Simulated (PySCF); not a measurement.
Molecule: SMILES CSSCOC(F)F, C3H6F2OS2.

Cartesian coordinates in Å; atom numbers follow the order of the lines, from 1:
```xyz
14

C     2.440    0.555   -0.312
S     2.074   -0.791    0.862
S     0.816   -1.962   -0.210
C    -0.803   -1.245    0.204
O    -0.867    0.048   -0.371
C    -1.905    0.804    0.042
F    -3.084    0.356   -0.460
F    -1.732    2.041   -0.432
H     2.950    0.146   -1.178
H     3.087    1.248    0.215
H     1.514    1.042   -0.600
H    -0.906   -1.187    1.294
H    -1.562   -1.909   -0.218
H    -2.022    0.853    1.144
```

Frames of a GFN2-xTB Langevin trajectory at 400 K; GIAO PBE0/pcSseg-1 shieldings in PySCF 2.14, gas phase, non-relativistic; equivalent atoms averaged within each frame.

δ = σ(ref) − σ, references computed at the same level: ¹³C (σref 186.93), ¹H (σref 31.72) against TMS; ³³S (σref 503.73) vs CS2; ¹⁷O (σref 336.08) vs H2O; ¹⁹F (σref 170.95) vs CFCl3. The references are static minima.

Problem. How do the shifts (ppm) fluctuate along the trajectory?

Solution. 
```csv
time (fs),C6,C4,C1,S3,S2,O5,F7/F8,H14,H12/H13,H9/H10/H11
250,132.1,83.1,31.5,142,-1,148.8,-76.4,7.03,5.36,1.95
425,130.1,79.8,26.5,94,-42,101.0,-87.6,7.18,4.19,2.32
625,133.9,83.3,30.9,223,21,115.6,-74.5,6.88,5.12,3.59
800,127.5,99.7,38.4,220,64,135.7,-81.3,5.48,6.35,3.48
1000,130.2,87.2,30.0,69,76,133.2,-108.8,5.85,3.80,3.39
mean of frames,130.7,86.6,31.5,150,24,126.9,-85.7,6.48,4.96,2.94
standard deviation,2.4,7.8,4.3,71,48,18.7,13.9,0.77,1.01,0.76
```

5 frames give an uncertainty of the mean of about the standard deviation over 2.2 at best, since frames this close in time may not be independent; classical motion lacks zero-point vibration, and the reference would need the same averaging.
